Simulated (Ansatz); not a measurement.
`CS[Si](Cl)(Cl)Cl` and `B[Si](Cl)(Cl)Cl` differ in one atom or group.

Ansatz, PBE0-D4/def2-TZVP geometries, multiplicity 1. Each molecule was computed in one conformer, which needn't be the lowest.

| property | `CS[Si](Cl)(Cl)Cl` |
| --- | --- |
| HOMO–LUMO gap (PBE/def2-TZVPP) / eV | 4.92 |
| HOMO energy (PBE0/def2-TZVPP) / eV | -7.62 |
| LUMO energy (ωB97M-V/def2-TZVPP) / eV | 1.49 |
| HOMO–LUMO gap (B3LYP/def2-TZVPP) / eV | 6.64 |
| zero-point energy (PBE0-D4/def2-TZVP) / kJ/mol | 119.0 |
| HOMO energy (B3LYP/def2-TZVPP) / eV | -7.36 |

**Question.** What does the change do to each property? (Estimate.)

**Answer.** The calculation gave: 
| property | `B[Si](Cl)(Cl)Cl` | shift |
| --- | --- | --- |
| HOMO–LUMO gap (PBE/def2-TZVPP) / eV | 3.39 | -1.53 |
| HOMO energy (PBE0/def2-TZVPP) / eV | -8.73 | -1.11 |
| LUMO energy (ωB97M-V/def2-TZVPP) / eV | -1.10 | -2.59 |
| HOMO–LUMO gap (B3LYP/def2-TZVPP) / eV | 5.24 | -1.40 |
| zero-point energy (PBE0-D4/def2-TZVP) / kJ/mol | 67.6 | -51.4 |
| HOMO energy (B3LYP/def2-TZVPP) / eV | -8.52 | -1.16 |

With PBE0 the HOMO falls by 1.11 eV and the LUMO falls by 2.60 eV, so the gap narrows by about 1.49 eV. PBE moves the HOMO by -1.09 eV and ωB97M-V by -1.05 eV. The zero-point energy changes by -51.4 kJ/mol with -6 modes.

B3LYP here is the variant with VWN-RPA as its local correlation; programs differ in this.

Positive LUMOs are unbound, so they and the gaps depend on the basis.
